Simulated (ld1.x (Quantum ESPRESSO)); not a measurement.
# An all-electron radial function and its pseudo partner (bismuth)

Columns: radius, all-electron u(r) and pseudo u(r) of the 5d shell (level -35.19 eV) of bismuth in the configuration [Xe] 4f14 5d10 6s2 6p2; PBE, scalar-relativistic, TM semilocal scheme, ld1.x (Quantum ESPRESSO) 7.5.

| r (bohr) | all-electron | pseudo |
| --- | --- | --- |
| 0.093 | 0.3540 | 0.0036 |
| 0.185 | -0.0323 | 0.0273 |
| 0.278 | -0.4709 | 0.0869 |
| 0.370 | -0.4715 | 0.1873 |
| 0.463 | -0.1879 | 0.3262 |
| 0.555 | 0.1710 | 0.4866 |
| 0.648 | 0.4975 | 0.6518 |
| 0.740 | 0.7416 | 0.7979 |
| 0.833 | 0.9032 | 0.9117 |
| 0.925 | 0.9896 | 0.9824 |
| 1.018 | 1.0194 | 1.0111 |
| 1.110 | 1.0077 | 1.0027 |
| 1.203 | 0.9683 | 0.9661 |
| 1.295 | 0.9122 | 0.9116 |
| 1.388 | 0.8460 | 0.8459 |
| 1.480 | 0.7765 | 0.7765 |
| 1.573 | 0.7059 | 0.7059 |
| 1.665 | 0.6382 | 0.6382 |
| 1.758 | 0.5732 | 0.5732 |
| 1.850 | 0.5132 | 0.5132 |
| 1.943 | 0.4574 | 0.4574 |
| 2.035 | 0.4069 | 0.4069 |
| 2.128 | 0.3607 | 0.3607 |
| 2.220 | 0.3195 | 0.3195 |
| 2.313 | 0.2822 | 0.2822 |
| 2.405 | 0.2491 | 0.2491 |

Problem. How many radial nodes do the two functions have?

Solution. The all-electron 5d function has n − l − 1 = 2; the pseudo-wave has 0, since the states of the same l below it are removed with the core.

Problem. At about which radius was the pseudo-wave matched?

Solution. 1.60 bohr. The columns agree to 0.0005 from 1.39 bohr on; several derivatives are matched, so the curves merge somewhat inside the radius.

Problem. Is the pseudo-wave norm-conserving?

Solution. Yes: the TM semilocal scheme keeps the norm inside the radius equal to the all-electron one, which fixes the energy derivative of the logarithmic derivative at the level.
